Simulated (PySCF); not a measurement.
Species: B2H8N2.
SMILES: `[BH2-]1[NH2+][BH2-][NH2+]1`

Theory: PySCF 2.14.0, PBE0-D3(BJ)/def2-SVP geometry optimisation, gas phase.

Take the most abundant isotopes and a rigid rotor. 

(1) What are A, B and C (MHz)?

(2) What kind of rotor is it?

(3) What does the inertial defect say?

(4) Give the other two planar moments, Paa and Pbb, and the rms extents of the mass along the axes.

(5) Give the coordinates in the principal-axis frame, origin at the centre of mass.

Results:

(1) Ia = 46.30, Ib = 56.67, Ic = 89.03 u·Å²; 505379 MHz·u·Å²/I gives A = 10915, B = 8918, C = 5677 MHz.

(2) An asymmetric top. Ray's parameter κ = (2B − A − C)/(A − C) = 0.238; −1 is the prolate and +1 the oblate limit.

(3) Not planar: Δ = Ic − Ia − Ib = -13.94 u·Å². For a rigid frame Δ = −2 Σ m c², so Σ m c² = 6.97 u·Å² lies off the ab plane, practically all of it from hydrogen. The atom farthest from that plane is 1.03 Å away.

(4) Paa = Σ m a² = (Ib + Ic − Ia)/2 = 49.70 and Pbb = Σ m b² = (Ia + Ic − Ib)/2 = 39.33 u·Å². With the mass M = 58.09 u, the rms extents √(P/M) along a, b and c are 0.92, 0.82, 0.35 Å.

(5) The sense of each axis is arbitrary; atoms in the order of the calculation.
```json
{"atom": "B1", "mass (u)": "11.009", "a (Å)": "-0.001", "b (Å)": "1.104", "c (Å)": "0.003"}
{"atom": "N2", "mass (u)": "14.003", "a (Å)": "1.155", "b (Å)": "0.001", "c (Å)": "-0.002"}
{"atom": "B3", "mass (u)": "11.009", "a (Å)": "0.001", "b (Å)": "-1.104", "c (Å)": "0.003"}
{"atom": "N4", "mass (u)": "14.003", "a (Å)": "-1.155", "b (Å)": "0.000", "c (Å)": "-0.002"}
{"atom": "H5", "mass (u)": "1.008", "a (Å)": "-0.001", "b (Å)": "1.754", "c (Å)": "1.033"}
{"atom": "H6", "mass (u)": "1.008", "a (Å)": "-0.001", "b (Å)": "1.767", "c (Å)": "-1.019"}
{"atom": "H7", "mass (u)": "1.008", "a (Å)": "1.747", "b (Å)": "0.001", "c (Å)": "-0.827"}
{"atom": "H8", "mass (u)": "1.008", "a (Å)": "1.755", "b (Å)": "0.001", "c (Å)": "0.817"}
{"atom": "H9", "mass (u)": "1.008", "a (Å)": "0.001", "b (Å)": "-1.767", "c (Å)": "-1.019"}
{"atom": "H10", "mass (u)": "1.008", "a (Å)": "0.001", "b (Å)": "-1.754", "c (Å)": "1.033"}
{"atom": "H11", "mass (u)": "1.008", "a (Å)": "-1.748", "b (Å)": "-0.001", "c (Å)": "-0.827"}
{"atom": "H12", "mass (u)": "1.008", "a (Å)": "-1.754", "b (Å)": "-0.001", "c (Å)": "0.817"}
```

The point group D2h allows no dipole (computed: 0.03 D), so a rigid rotor has no electric-dipole lines.

Task: Estimate the classical rotational partition function at 50 K, 200 K and 500 K.

Result: Point group D2h, symmetry number σ = 4; q = (√π/σ)·√((kT/h)³/(ABC)), k/h = 20836.6 MHz/K: 634 at 50 K, 5070 at 200 K, 20000 at 500 K.

No PBE0-D3(BJ)/def2-SVP frequencies stand behind this structure, so it isn't proved a minimum. These are rigid-rotor constants of the computed structure; measured ground-state constants (B0) also hold zero-point vibration. Quadrupole hyperfine structure (11B, 14N) is left out.

On an Intel Xeon 6975P-C with one thread, shared host with 192 logical CPUs at a one-minute load of 71, this took 5.4 s wall and 0.39 GiB of memory at its peak. These figures are those of the optimisation.
